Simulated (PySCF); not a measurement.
# H3OSSi, SMILES `[S][SiH2]O` (H–O–Si–S torsion 49°) (charge 0, multiplicity 2)

Calculation: PySCF with PBE0-D4/def2-TZVP.

```
Item                                                   Result
-----------------------------  ------------------------------
highest occupied spin orbital                        -7.60 eV
dipole moment                                          1.12 D
total energy                                     -764.4581 Ha
cost                           around 80 core-seconds (rough)
```

```xyz
6

O      1.2286    -0.4045    -0.3325
Si    -0.3611    -0.1338    -0.0388
S     -0.9568     1.8944    -0.0220
H      1.8693     0.1043     0.1675
H     -0.7725    -0.5769     1.3242
H     -1.0758    -0.8814    -1.0962
```
Charge 0, spin multiplicity 2.
